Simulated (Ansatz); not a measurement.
Program: Ansatz. Geometries: PBE0-D4/def2-TZVP. ΔE: electronic, gas phase. CCSD(T)/CBS is the MP2 limit (def2-TZVPP, def2-QZVPP) plus CCSD(T) − MP2 in def2-TZVPP, frozen cores. DFT in def2-TZVPP. B3LYP here is the variant with VWN-RPA as its local correlation; programs differ in this. def2 core potentials past Kr. For Sn outer-core shells are correlated without core-valence functions, which leaves a few kJ/mol of doubt a bond. One conformer a species, not always the lowest.

`O[SiH2][SnH2][Cl]` + `O[Si](O)(O)S` → `O[SiH2]S[Si](O)(O)O` + `[Cl][SnH3]`  (cleavage of the Si–Sn bond)

`O[SiH2][SnH2][Cl]`:

Cartesian coordinates in Å:
```
O -1.766 0.971 -0.167
Si -0.643 0.582 0.963
Sn 1.222 -0.618 -0.351
Cl -0.067 -1.003 -2.307
H -1.720 0.481 -0.996
H -0.152 1.819 1.617
H -1.176 -0.336 2.005
H 2.567 0.276 -0.900
H 1.733 -2.171 0.136
```

`O[Si](O)(O)S`:

```xyz
9

O     0.279   -0.614    1.455
Si    0.022   -0.077   -0.061
O    -1.512   -0.488   -0.430
O     0.969   -0.740   -1.217
S     0.454    2.003   -0.068
H    -0.211   -1.398    1.712
H    -1.797   -0.362   -1.337
H     1.905   -0.536   -1.189
H    -0.109    2.211    1.134
```

`O[SiH2]S[Si](O)(O)O`:

Cartesian coordinates in Å:
```
O 1.146 -0.706 -1.419
Si 1.789 0.643 -0.721
S 0.641 1.235 0.987
Si -1.051 -0.018 0.602
O -2.174 0.311 1.726
O -0.609 -1.592 0.757
O -1.666 0.178 -0.887
H 0.921 -1.434 -0.828
H 3.181 0.433 -0.252
H 1.748 1.676 -1.779
H -2.506 1.207 1.791
H -0.340 -1.872 1.634
H -1.080 -0.059 -1.612
```

`[Cl][SnH3]`:

Z-matrix (Å, degrees):
```
Sn
Cl 1 2.334
H 1 1.700 2 106.1
H 1 1.700 2 106.1 3 -120.0
H 1 1.700 2 106.1 3 120.0
```

```csv
level,ΔE (kcal/mol)
B3LYP-D4,-12.2
B2PLYP,-12.0
PBE,-10.0
MP2/def2-TZVPP,-14.3
```

What does CCSD(T)/CBS give? (Estimate.)

The calculation gave: -12.2 kcal/mol. The listed levels differ from it by 0.0, 0.2, 2.2, -2.1 kcal/mol.

Largest T1 diagnostic among the species: 0.012.

The D4 term adds −2.1 kcal/mol with B3LYP and −1.1 kcal/mol with PBE0; it sums over pairs of atoms, weighted by their polarisabilities, and B3LYP, whose exchange is more repulsive, gets the larger term. From PBE to PBE0 (25 % exact exchange), in def2-TZVPP and without D4, ΔE moves by −1.3 kcal/mol.
